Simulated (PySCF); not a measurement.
Compound: C7H18Si.
SMILES with atom numbers: `[CH3:1][CH:2]([CH3:3])[C@H:4]([CH3:5])[CH2:6][CH2:7][SiH3:8]` (hydrogens: H9, H10, H11 on C1; H12 on C2; H13, H14, H15 on C3; H16 on C4; H17, H18, H19 on C5; H20, H21 on C6; H22, H23 on C7; H24, H25, H26 on Si8)

The same species was optimised twice, with GFN2-xTB and with PBE0-D3(BJ)/def2-SVP (PySCF), and the same property calculations (PySCF, gas phase) were run on both structures.

| coordinate | GFN2-xTB | PBE0-D3(BJ)/def2-SVP | change |
| --- | --- | --- | --- |
| C7–Si8 (Å) | 1.900 | 1.885 | -0.015 |
| C1–C2 (Å) | 1.529 | 1.526 | -0.003 |
| C4–C6 (Å) | 1.537 | 1.534 | -0.003 |
| C4–C5 (Å) | 1.528 | 1.526 | -0.002 |
| C6–C7 (Å) | 1.527 | 1.528 | +0.001 |
| C2–C3 (Å) | 1.527 | 1.526 | -0.001 |
| C2–C4 (Å) | 1.544 | 1.544 | 0.000 |
| C4–C6–C7 (°) | 113.5 | 114.7 | +1.2 |
| C6–C7–Si8 (°) | 112.8 | 113.8 | +1.0 |
| C5–C4–C6 (°) | 110.7 | 111.6 | +0.9 |
| C1–C2–C3 (°) | 109.8 | 110.7 | +0.9 |
| C2–C4–C5 (°) | 112.8 | 113.4 | +0.6 |
| C1–C2–C4 (°) | 111.5 | 112.1 | +0.6 |
| C2–C4–C6 (°) | 111.0 | 111.5 | +0.5 |
| C3–C2–C4 (°) | 113.3 | 113.7 | +0.4 |
| C1–C2–C4–C5 (°) | -71 | -67 | +4 |
| C2–C4–C6–C7 (°) | -164 | -166 | -2 |
| C4–C6–C7–Si8 (°) | 179 | 177 | -2 |

Rotational constants: A = 3437, B = 636.9, C = 612.8 MHz (GFN2-xTB) against A = 3394, B = 638.3, C = 607.9 MHz (PBE0-D3(BJ)/def2-SVP). Point groups within 0.08 Å: C1 and C1. Atoms that the bonding makes alike are paired by their places after alignment.

On the GFN2-xTB structure: HOMO (eV) -8.11 [PBE0/pcSseg-1]; LUMO (eV) 0.94 [PBE0/pcSseg-1]; dipole (D) 0.70 [PBE0/pcSseg-1]; GIAO shielding of C1 (ppm) 162.6 [PBE0/pcSseg-1]; GIAO shielding of C2 (ppm) 148.0 [PBE0/pcSseg-1]; GIAO shielding of C3 (ppm) 170.0 [PBE0/pcSseg-1]; GIAO shielding of C4 (ppm) 140.6 [PBE0/pcSseg-1]; GIAO shielding of C5 (ppm) 174.2 [PBE0/pcSseg-1]; GIAO shielding of C6 (ppm) 148.1 [PBE0/pcSseg-1]; GIAO shielding of C7 (ppm) 176.7 [PBE0/pcSseg-1]; GIAO shielding of Si8 (ppm) 419.1 [PBE0/pcSseg-1].

Question: What do these properties become on the PBE0-D3(BJ)/def2-SVP structure?

Answer: 
```csv
property,level,on GFN2-xTB,on PBE0-D3(BJ)/def2-SVP,change
HOMO (eV),PBE0/pcSseg-1,-8.11,-8.24,-0.13
LUMO (eV),PBE0/pcSseg-1,0.94,0.93,-0.01
dipole (D),PBE0/pcSseg-1,0.70,0.90,+0.20
"energy, GFN2-xTB geometry as zero (kcal/mol)",PBE0/pcSseg-1,0.0,-1.5,-1.5
GIAO shielding of C1 (ppm),PBE0/pcSseg-1,162.6,160.5,-2.1
GIAO shielding of C2 (ppm),PBE0/pcSseg-1,148.0,147.8,-0.2
GIAO shielding of C3 (ppm),PBE0/pcSseg-1,170.0,168.5,-1.5
GIAO shielding of C4 (ppm),PBE0/pcSseg-1,140.6,140.2,-0.4
GIAO shielding of C5 (ppm),PBE0/pcSseg-1,174.2,173.3,-0.9
GIAO shielding of C6 (ppm),PBE0/pcSseg-1,148.1,147.9,-0.2
GIAO shielding of C7 (ppm),PBE0/pcSseg-1,176.7,176.2,-0.5
GIAO shielding of Si8 (ppm),PBE0/pcSseg-1,419.1,414.9,-4.2
```

The heavy atoms differ by 0.045 Å rms after alignment. Among bonds between heavy atoms C7–Si8 changes most (-0.015 Å). Changes are differences of the printed values. Neither structure is proved a minimum here.

Shape of the structure used: `[CH3:1][CH:2]([CH3:3])[C@H:4]([CH3:5])[CH2:6][CH2:7][SiH3:8]`: C1–C2–C4–C5 -67°, C2–C4–C6–C7 -166°, C4–C6–C7–Si8 177°.
